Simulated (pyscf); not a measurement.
**F–GaH–SH, singlet**

Gas-phase minimum from PySCF at ωB97X-D3(BJ)/def2-SVP, one conformer. 

```xyz
5

F      1.4726    -1.3622    -0.0650
Ga     0.0941    -0.5855    -0.8279
S     -0.2750     1.4294    -0.0849
H     -0.7009    -1.3595    -1.9053
H      0.7652     1.3795     0.7716
```

Bonded distances (Å): F1–Ga2 1.757, Ga2–S3 2.179, Ga2–H4 1.547, S3–H5 1.348. Bond angles (°): F1–Ga2–S3 113.2, F1–Ga2–H4 119.0, S3–Ga2–H4 127.8, Ga2–S3–H5 93.0.

Properties at ωB97X-D3(BJ)/def2-SVP:

| Item | Value |
|---|---|
| Harmonic wavenumbers, unscaled | 159, 294, 436, 479, 586, 709, 729, 2087, 2759 cm⁻¹ |
| Zero-point energy | 11.8 kcal/mol |
| Rotational symmetry number | 1 |
| Entropy of this conformer at 298 K and 1 atm, rigid rotor and harmonic oscillator, modes under 100 cm⁻¹ raised to 100 | 302.3 J/(mol K) |
| Dipole moment | 0.97 D |

Single-point totals, which compare only within one level (frozen core for MP2 and CC):

```json
[
 {"level": "ωB97X-D3(BJ)/def2-TZVP", "total energy (hartree)": "-2424.20852"},
 {"level": "PBE/def2-TZVP", "total energy (hartree)": "-2423.66588"},
 {"level": "r²SCAN/def2-TZVP", "total energy (hartree)": "-2424.14871"},
 {"level": "B3LYP-D3(BJ)/def2-TZVP", "total energy (hartree)": "-2424.30173"},
 {"level": "PBE0-D3(BJ)/def2-TZVP", "total energy (hartree)": "-2423.73980"},
 {"level": "M06-2X/def2-TZVP", "total energy (hartree)": "-2424.16896"},
 {"level": "ωB97M-D3(BJ)/def2-TZVP", "total energy (hartree)": "-2424.31684"},
 {"level": "HF/def2-TZVPP", "total energy (hartree)": "-2421.52299"},
 {"level": "MP2/def2-TZVPP", "total energy (hartree)": "-2422.17715"},
 {"level": "CCSD/def2-TZVPP", "total energy (hartree)": "-2422.19310"},
 {"level": "CCSD(T)/def2-TZVPP", "total energy (hartree)": "-2422.21851"}
]
```

Soft torsions are taken as harmonic, which can shift the entropy by several J/(mol K). The CCSD(T) − MP2 part came from Ansatz, without density fitting, on the same reference. The frozen core leaves the outer d or s,p core shells of the metals and heavy elements correlated in the MP2 and CC values, and def2-TZVPP describes them poorly, so these totals are far from the basis limit. Elements up to Kr have no core potential and no relativistic terms here.
